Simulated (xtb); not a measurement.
Input for xtb: GFN1-xTB on MgN, 2S+1 = 4, a spin state set in the input, which need not be the lowest, a point of a bond scan (R = 1.928 Å).

```
$ xtb mol.xyz --gfn 1 --sp --chrg 0 --uhf 3
2

N      0.00000000     0.00000000     0.00000000
Mg     0.00000000     0.00000000     1.92773900
```

The head of its log:

```
[...]
           -------------------------------------------------
          |                Calculation Setup                |
           -------------------------------------------------



           -------------------------------------------------
          |                 G F N 1 - x T B                 |
           -------------------------------------------------

        Reference                      10.1021/acs.jctc.7b00118
      * Hamiltonian:
        H0-scaling (s, p, d)           1.850000    2.250000    2.000000
        zeta-weighting                 0.000000
      * Dispersion:
        s8                             2.400000
        a1                             0.630000
        a2                             5.000000
        s9                             0.000000
      * Repulsion:
        kExp                           1.500000
        rExp                           1.000000
      * Coulomb:
        alpha                          2.000000
        third order                    atomic
        anisotropic                    false
      * Halogen bond correction:
        rad-scale                      1.300000
        damping                        0.440000


          ...................................................
          :                      SETUP                      :
          :.................................................:
          :  # basis functions                   8          :
          :  # atomic orbitals                   8          :
          :  # shells                            4          :
          :  # electrons                         7          :
          :  # halogen bonds                     0          :
          :  max. iterations                   250          :
          :  Hamiltonian                  GFN1-xTB          :
          :  restarted?                      false          :
          :  GBSA solvation                  false          :
          :  PC potential                    false          :
          :  electronic temp.          300.0000000     K    :
          :  accuracy                    1.0000000          :
          :  -> integral cutoff          0.2500000E+02      :
          :  -> integral neglect         0.1000000E-07      :
          :  -> SCF convergence          0.1000000E-05 Eh   :
          :  -> wf. convergence          0.2000000E-04 e    :
          :  Broyden damping             0.4000000          :
          :  net charge                          0          :
          :  unpaired electrons                  3          :
          ...................................................

 iter      E             dE          RMSdq      gap      omega  full diag
   1     -2.6718643 -0.267186E+01  0.202E+01    1.32       0.0  T
   2     -3.5497984 -0.877934E+00  0.101E+01    6.73       1.0  T
```

Predict the final total energy.

-3.6825 hartree.
